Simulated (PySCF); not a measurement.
Exercise with solution: dipole moment from atomic charges

Cd(Cl)(Et) (C2H5CdCl), SMILES C[CH2][Cd][Cl]. Atoms are numbered in the order given.

```xyz
9

Cd     0.1442     0.0715     0.0000
Cl    -0.2784     2.3534     0.0000
C      0.5220    -2.0282     0.0000
C     -0.7355    -2.9002     0.0000
H      1.1477    -2.2268    -0.8845
H      1.1477    -2.2268     0.8845
H     -1.3647    -2.7226     0.8869
H     -1.3647    -2.7226    -0.8869
H     -0.4726    -3.9734     0.0000
```
Charge 0, spin multiplicity 1.

The structure is a stationary point at B3LYP-D3(BJ)/def2-SVP. The structure was generated by enumeration; whether it is a known compound was not checked. The def2 effective core potentials stand for the cores of Cd; spin–orbit coupling is left out. Other conformers were not sampled.

Charges (e) from M06-2X/def2-TZVP (PySCF):

```tsv
atom	Mulliken	ESP fit
Cd1	0.818	0.580
Cl2	-0.498	-0.441
C3	-0.632	-0.206
C4	-0.422	-0.048
H5	0.156	0.027
H6	0.156	0.027
H7	0.140	0.015
H8	0.140	0.015
H9	0.142	0.033
```

The dipole moment of the full density is 3.55 D.

Task: What dipole moment does each set of point charges give, and which comes closer to that of the density?

Result: 
μ = Σ q r, and 1 e Å = 4.8032 D.
Mulliken: Σ q r = (0.146, -0.629, 0.000) e Å, |μ| = 3.10 D.
ESP fit: Σ q r = (0.140, -0.772, 0.000) e Å, |μ| = 3.77 D.
ESP fit comes closer in size. Point charges leave out the atoms' own dipoles (lone pairs, polarised bonds); fits to the potential absorb them, partitions of the density don't.
